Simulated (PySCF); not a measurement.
The second ionisation energy along group 14

Calculated with PySCF 2.14 from differences of total energies of unrestricted determinants, without spin-orbit coupling. Values in eV. The last column holds reference values (NIST; (s) semi-empirical, (t) theoretical, else measured). Unmarked ones compare directly (S terms, centres of terms, or small fine structure); those marked * lie between the lowest fine-structure levels and include a spin-orbit shift.

| element | configurations | UHF | MP2 (valence) | CCSD(T) (valence) | CCSDT (valence) | PBE | PBE0 | reference |
| --- | --- | --- | --- | --- | --- | --- | --- | --- |
| C (aug-cc-pVDZ-DK, spin-free X2C) | [He] 2s2 2p1 → [He] 2s2 | 24.175 | 24.232 | 24.066 | 24.073 | 24.891 | 24.863 | 24.378 |
| Si (aug-cc-pVDZ-DK, spin-free X2C) | [Ne] 3s2 3p1 → [Ne] 3s2 | 15.808 | 15.979 | 16.099 | 16.107 | 16.411 | 16.426 | 16.322 |
| Ge (aug-cc-pVDZ-DK, spin-free X2C) | [Ar] 3d10 4s2 4p1 → [Ar] 3d10 4s2 | 15.231 | 15.380 | 15.466 | 15.471 | 15.798 | 15.819 | 15.789 |

```
           method  elements  mean error (eV)  mean absolute error (eV)  largest error (eV)
              UHF         3           -0.425                     0.425              -0.558
    MP2 (valence)         3           -0.299                     0.299              -0.408
CCSD(T) (valence)         3           -0.286                     0.286              -0.323
  CCSDT (valence)         3           -0.279                     0.279              -0.318
              PBE         3            0.204                     0.204               0.513
             PBE0         3            0.207                     0.207               0.485
```

Errors include the incompleteness of the basis and the frozen core.

"Valence" correlates the outer s and p shells and, in groups 3 to 12 and the f block, the outer d or f shell, open or full, or the next shell where the ion has no valence electron left; the wider scheme adds the next inner shell.
